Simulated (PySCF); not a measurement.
# EPR parameters of C6H7FN

Compound: C₆H₇FN (doublet state).
Structure used (GFN2-xTB), in Å, numbered top down from 1:
```xyz
15
C6H7FN angstrom
C      2.4900   -0.6623    0.1086
C      1.3111   -0.8825   -0.5357
C      0.1047   -0.2558   -0.2507
C     -0.1829    0.7788    0.7998
C     -1.6421    1.0154    0.5673
F     -2.3493    1.8920    1.3008
C     -2.1046    0.2535   -0.4348
N     -1.0690   -0.5062   -0.9267
H      2.5689    0.0417    0.9163
H      3.3811   -1.1903   -0.1735
H      1.2928   -1.6048   -1.3433
H      0.4128    1.6898    0.6638
H      0.0233    0.4146    1.8139
H     -3.0932    0.1867   -0.8446
H     -1.1480   -1.1627   -1.6830
```

The hyperfine couplings belong to this conformer and change with its torsions.

The species is `C=C[C]1CC(F)=CN1` [radical].

Computed, not measured: UKS B3LYP, pcH-1 on C F H N, non-relativistic, mean-field spin-orbit, GIAO (PySCF). The structure is a single GFN2-xTB conformer in the gas phase; no vibrational or solvent corrections. The geometry wasn't refined by DFT: couplings that depend on bond lengths, twists or pyramidal angles can differ widely from those at the functional's own minimum. Stability of the SCF solution: not tested.

```
g1, g2, g3        : 2.00214, 2.00300, 2.00345
g_iso             : 2.00287
Form of g         : rhombic: the two nearest values differ by 34 % of g3 − g1
⟨S²⟩              : 0.7706 (exact 0.7500)
α and β electrons : 30, 29
```

Hyperfine couplings atom by atom, in MHz; T1 to T3 are the principal values of the dipolar part; ρ(0) is the spin density at the nucleus:

```
atom  isotope  a_iso     T1     T2    T3  Mulliken spin population  ρ(0) (bohr⁻³)
  C1      13C   41.5  -40.2  -38.5  78.8                      0.54         0.0369
  C2      13C  -36.9  -18.6    6.9  11.7                     -0.19        -0.0328
  C3      13C   42.1  -41.6  -41.4  83.0                      0.48         0.0375
  C4      13C  -27.9   -0.8   -0.1   0.9                     -0.06        -0.0248
  C5      13C   16.8  -14.1  -12.3  26.3                      0.14         0.0149
  F6      19F   18.4  -35.7  -27.3  63.1                      0.01         0.0044
  C7      13C  -14.5  -11.3    5.1   6.2                     -0.07        -0.0129
  N8      14N    4.0   -8.1   -7.6  15.7                      0.11         0.0124
  H9       1H  -31.6  -16.8   -0.6  17.4                     -0.02        -0.0071
 H10       1H  -33.1  -19.9    0.1  19.8                     -0.02        -0.0074
 H11       1H    7.5   -4.5   -0.7   5.2                      0.01         0.0017
 H12       1H  103.7   -3.0   -0.7   3.8                      0.05         0.0232
 H13       1H  103.6   -3.0   -0.7   3.8                      0.05         0.0232
 H14       1H    3.3   -2.3   -0.5   2.8                      0.00         0.0007
 H15       1H  -12.6   -9.8   -3.3  13.1                     -0.01        -0.0028
```

The largest Mulliken spin populations are on C1 (+0.54), C3 (+0.48), C2 (-0.19) and C5 (+0.14). The angles at C1 add up to 360.0°, so it is planar.

The SMILES `C=C[C]1CC(F)=CN1` draws the unpaired electron on C3, whose computed spin population is only +0.48.

Axes: g2 points within 15° of the C3–N8 bond and g3 points within 15° of the C1–H10 bond.

Under fast tumbling the dipolar parts average out, and these isotropic splittings remain (the largest six): 2 × 1H (H12/H13, I = 1/2, 3 lines) with 3.70 mT, 1 × 1H (H10, I = 1/2, 2 lines) with 1.18 mT, 1 × 1H (H9, I = 1/2, 2 lines) with 1.13 mT, 1 × 19F (F6, I = 1/2, 2 lines) with 0.66 mT, 1 × 1H (H15, I = 1/2, 2 lines) with 0.45 mT and 1 × 1H (H11, I = 1/2, 2 lines) with 0.27 mT.

Class means assume fast exchange of nuclei equivalent by connectivity; if that motion is slow, each nucleus keeps its own coupling.

The 13C coupling of C3 (42.1 MHz) shows only in satellite lines or after enrichment, since that isotope makes up about 1.07 % of natural carbon.

β density exceeds α density at some nuclei, such as C2 (-0.0328), C4 (-0.0248) and C7 (-0.0129), spin density in bohr⁻³. In a single determinant that takes different orbitals for the two spins, that is spin polarisation.

The run took 75 s (grids of density and orbitals included) on Arm Neoverse V2, one thread, no GPU, on a shared host, and the process peaked at 1.1 GiB of memory.
